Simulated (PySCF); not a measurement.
**Magnetic susceptibility: SMILES F[C@@H]1CC[Si@@H]1P, C₃H₈FPSi**

Molfile (atoms numbered from 1):
```
C3H8FPSi
     RDKit          3D

 14 14  0  0  0  0  0  0  0  0999 V2000
    0.1367    2.1583    0.4098 F   0  0  0  0  0  0  0  0  0  0  0  0
   -0.3780    1.1527   -0.3922 C   0  0  2  0  0  0  0  0  0  0  0  0
   -1.4881    0.3517    0.2981 C   0  0  0  0  0  0  0  0  0  0  0  0
   -1.0057   -1.0840    0.0196 C   0  0  0  0  0  0  0  0  0  0  0  0
    0.7048   -0.4441   -0.5659 Si  0  0  2  0  0  4  0  0  0  0  0  0
    2.2716   -0.5408    1.0287 P   0  0  0  0  0  0  0  0  0  0  0  0
   -0.7021    1.6467   -1.3107 H   0  0  0  0  0  0  0  0  0  0  0  0
   -1.4758    0.5709    1.3647 H   0  0  0  0  0  0  0  0  0  0  0  0
   -2.4842    0.5647   -0.0867 H   0  0  0  0  0  0  0  0  0  0  0  0
   -1.5923   -1.5625   -0.7606 H   0  0  0  0  0  0  0  0  0  0  0  0
   -1.0370   -1.7280    0.8950 H   0  0  0  0  0  0  0  0  0  0  0  0
    1.0821   -0.7552   -1.9519 H   0  0  0  0  0  0  0  0  0  0  0  0
    2.7180    0.7540    0.8219 H   0  0  0  0  0  0  0  0  0  0  0  0
    3.2492   -1.0849    0.2081 H   0  0  0  0  0  0  0  0  0  0  0  0
  1  2  1  0
  2  3  1  0
  3  4  1  0
  4  5  1  0
  5  6  1  0
  5  2  1  0
  2  7  1  6
  3  8  1  0
  3  9  1  0
  4 10  1  0
  4 11  1  0
  5 12  1  6
  6 13  1  0
  6 14  1  0
M  END
```

Method: GIAO revPBE/def2-SVP magnetisability, rotational g tensor and spin-rotation constants, non-relativistic, gas phase in PySCF. Geometry: GFN2-xTB.

What are the magnetisability and the molar susceptibility?

Isotropic -1246 × 10⁻³⁰ J/T², or -75.0 × 10⁻⁶ cm³/mol; principal values -1362, -1271, -1104 × 10⁻³⁰ J/T², anisotropy 226 × 10⁻³⁰ J/T² (root of half the summed squared differences of the principal values). The susceptibility is in cgs units.

Split it along the inertial axes a, b, c into diamagnetic and paramagnetic parts about the centre of mass, with the quadrupole moment.


```
axis  χ (10⁻⁶ cm³/mol)  diamagnetic (10⁻⁶ cm³/mol)  paramagnetic (10⁻⁶ cm³/mol)  summed x² of all electrons (Å²)  quadrupole Θ (D Å)
   a             -74.2                      -488.5                        414.2                            148.5               +3.15
   b             -81.5                      -781.6                        700.1                             79.4               -2.55
   c             -69.3                      -966.6                        897.3                             35.8               -0.59
```
Anisotropies 2χaa − χbb − χcc = +2.4 and 2χbb − χaa − χcc = -19.5 × 10⁻⁶ cm³/mol. Θ is traceless in Buckingham's convention.

And the rotational g tensor?


| axis | rotational constant (GHz) | g | nuclear part | electronic part |
| --- | --- | --- | --- | --- |
| a | 3.0829 | -0.0280 | 0.5720 | -0.6000 |
| b | 1.7370 | -0.0071 | 0.5642 | -0.5713 |
| c | 1.3396 | -0.0138 | 0.5509 | -0.5647 |

Asymmetric top; isotopes 12C, 19F, 1H, 31P, 28Si; no vibrational averaging.
